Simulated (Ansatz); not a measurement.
Relaxation of H5OSn (7 atoms, charge 0, multiplicity 2), to a largest force component of 0.03 eV/Å in at most 50 steps.

Method: UKS LDA/def2-SVP (Ansatz).

```xyz
7
Properties=species:S:1:pos:R:3:forces:R:3
Sn 0.006 0.010 -0.123 0.00 0.00 0.14
H 0.011 0.018 1.613 0.00 0.00 0.51
H 1.635 0.007 -0.650 -0.01 -0.01 -0.02
H -0.810 1.418 -0.651 -0.01 -0.01 -0.02
H -0.810 -1.404 -0.646 0.01 0.01 -0.02
O -0.006 -0.008 3.804 -0.02 -0.03 -0.59
H -0.539 -0.841 3.841 0.02 0.03 -0.01
```

**Question.** Where does it end, and by what steps?

**Answer.** The run converged. The force dipped under the threshold on the way, but the program's further checks kept it going. After 23 steps the energy has fallen by 2.448 eV; H2 moved furthest, 1.47 Å. Parted: Sn1–H2 (1.74 → 2.93 Å). Joined: H2–O6 (2.19 → 0.98 Å).

```csv
step,energy less start (eV),largest force component (eV/Å),accepted
0,0.0000,0.586,yes
1,-0.1951,0.745,yes
2,-0.5144,1.558,yes
3,-1.2968,3.270,yes
4,-1.8547,4.020,yes
5,-2.0650,1.254,yes
6,-2.1114,0.971,yes
7,-2.1501,0.698,yes
8,-2.1801,0.465,yes
9,-2.2433,0.620,yes
10,-2.3135,0.388,yes
11,-2.3169,0.390,yes
12,-2.1436,2.808,no
13,-2.3413,0.274,yes
14,-2.3693,0.501,yes
15,-2.3989,0.348,yes
16,-2.3314,2.195,no
17,-2.4159,0.340,yes
18,-2.4278,0.536,yes
19,-2.4438,0.083,yes
20,-2.4428,0.122,no
21,-2.4469,0.028,yes
22,-2.4473,0.150,yes
23,-2.4476,0.012,yes
```

```xyz
7
Properties=species:S:1:pos:R:3
Sn -0.165 0.228 0.112
H 0.200 0.407 3.013
H 1.535 0.087 -0.164
H -0.844 1.197 -1.181
H -0.854 -1.356 -0.041
O 0.260 -0.506 2.662
H -0.645 -0.860 2.789
```

Whether the end is a true minimum wasn't checked by a vibrational analysis.

Run time: 29 s on 1 thread of Arm Neoverse V2 (shared host), peak memory 0.12 GiB.
